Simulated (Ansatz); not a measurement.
FeSn19H28, relaxed as a singlet with RKS PBE-D4/def2-SVP in Ansatz, starting from a model built from a lattice or polyhedron. Force threshold 0.03 eV/Å.

In the def2 sets Sn takes a core potential; there is no spin–orbit coupling. Single mean-field runs in def2-SVP are fitted with def2-universal-jkfit. The restricted singlet is unstable towards broken spin symmetry in Hartree–Fock (as tested in another run); at PBE-D4/def2-SVP this wasn't settled. Another isomer (singlet) lies 0.09 eV lower at PBE0-D4/def2-TZVP; other spin states weren't run for this one.

Start:

```xyz
48

Fe   -1.569    1.318    1.852
Sn   -1.523    2.725   -3.352
Sn    0.182   -3.531   -3.034
Sn    2.222    3.879   -0.978
Sn    3.945   -2.371   -0.626
Sn   -1.680    6.225   -0.393
Sn   -3.874    2.304    0.560
Sn   -0.129    3.454    2.927
Sn    0.019   -0.052   -0.038
Sn   -2.146   -3.947    0.847
Sn    1.578   -2.801    3.275
Sn    1.766   -6.270    0.328
Sn   -0.070    4.864   -2.219
Sn    1.664   -1.376   -1.923
Sn   -2.252    0.967   -1.322
Sn   -0.543   -5.293   -0.982
Sn    1.476    2.116    1.070
Sn    3.180   -4.150    1.422
Sn   -2.445    4.443    1.650
Sn   -0.697   -1.819    2.011
H    -0.514    1.917   -4.510
H    -2.930    3.348   -4.142
H     1.173   -4.339   -4.179
H    -1.227   -2.895   -3.797
H     3.197    3.064   -2.109
H     3.103    5.190   -0.303
H     4.928   -3.163   -1.765
H     4.835   -1.063    0.045
H    -3.067    6.845   -1.168
H    -0.803    7.537    0.312
H    -5.287    2.894   -0.229
H    -4.336    1.212    1.815
H     0.730    4.793    3.616
H    -0.597    2.386    4.186
H    -3.558   -3.359    0.113
H    -2.629   -5.061    2.144
H     2.473   -1.460    3.960
H     1.125   -3.872    4.555
H     2.736   -7.119   -0.841
H     1.282   -7.362    1.551
H     0.410    5.956   -3.497
H     2.119   -0.246   -3.145
H    -3.189   -0.351   -1.980
H    -1.455   -6.600   -1.673
H     2.891    1.498    1.844
H     4.592   -4.745    2.188
H    -3.416    5.277    2.791
H    -1.691   -0.967    3.142
```

Problem. Estimate the energy that the relaxation releases and the steps that it takes.

Solution. 83.9 kcal/mol, in 66 steps; 7.4 min on 4 threads of AMD EPYC 7R13 on a shared host and a share (37 GiB) of an NVIDIA H100 80GB HBM3. The force fell under the threshold at step 29, but the optimiser went on and released 0.505 eV more. No frequencies were taken in this run, so the end may be a saddle point.

Problem. Does the start keep its bonding and symmetry?

Solution. Bonds formed: Sn15–Sn17 (atoms count from 1). Metal–metal contacts that move far: Fe1–Sn17 3.24 to 2.48 Å, Fe1–Sn20 3.26 to 2.61 Å, Sn9–Sn17 2.84 to 3.45 Å, Sn8–Sn17 2.80 to 3.41 Å.

Problem. Predict the relaxed structure.

Solution. 
```
atom    x (Å)    y (Å)    z (Å)
 Fe1  -0.0053   1.2414   0.2940
 Sn2  -1.4153   3.4602  -3.5080
 Sn3   0.4635  -3.9508  -2.7333
 Sn4   1.0724   5.8394  -1.1492
 Sn5   4.2199  -3.8720   0.3505
 Sn6  -2.6215   5.3421   0.7774
 Sn7  -2.4718   1.5435  -0.1162
 Sn8   1.4007   2.2395   2.1574
 Sn9   1.3938  -0.4013  -0.5673
Sn10  -2.4146  -2.7329   0.8209
Sn11   1.2936  -2.0892   3.3351
Sn12   0.5855  -6.3215   1.0929
Sn13  -1.6525   5.7697  -1.8456
Sn14   2.7499  -2.6249  -1.7169
Sn15  -0.6836   0.6651  -2.6290
Sn16  -1.1223  -4.8275  -0.5719
Sn17   1.0172   2.9770  -1.1459
Sn18   2.3497  -4.5274   2.3553
Sn19  -1.2084   3.2396   2.0766
Sn20  -0.7402  -0.6907   1.8861
 H21  -0.4091   3.9517  -4.8495
 H22  -2.9712   3.0896  -4.2025
 H23   1.0205  -5.2464  -3.7501
 H24  -0.3328  -2.7870  -3.7518
 H25   2.2629   6.4377  -2.2612
 H26   1.4254   6.4773   0.4265
 H27   5.0095  -5.2230  -0.4053
 H28   5.4518  -2.7391   0.8151
 H29  -4.3220   4.9808   0.8131
 H30  -2.4054   6.8244   1.6709
 H31  -3.2585   2.8196  -1.0316
 H32  -3.7735   0.5427   0.4677
 H33   2.5303   3.5646   2.0519
 H34   1.6894   1.4903   3.7070
 H35  -3.5256  -2.1012  -0.3630
 H36  -3.3927  -3.5676   1.9972
 H37   2.7415  -1.1125   3.4023
 H38   0.8780  -2.4236   4.9925
 H39   1.5000  -7.4879   0.1834
 H40  -0.3361  -7.1950   2.2771
 H41  -2.3448   7.1927  -2.5841
 H42   3.6910  -1.8206  -2.9455
 H43  -2.4278   0.4870  -2.0127
 H44  -2.2842  -5.9063  -1.3011
 H45   2.1468   2.5476  -2.4489
 H46   3.2679  -5.3581   3.5844
 H47  -2.3573   2.3992   3.1007
 H48  -1.6845  -0.1164   3.2547
```
Bond lengths (bridged metal pairs left out): 23 × Sn–Sn 2.80 to 3.26 Å; 7 × Fe–Sn 2.32 to 3.06 Å; 28 × H–Sn 1.74 to 1.86 Å.
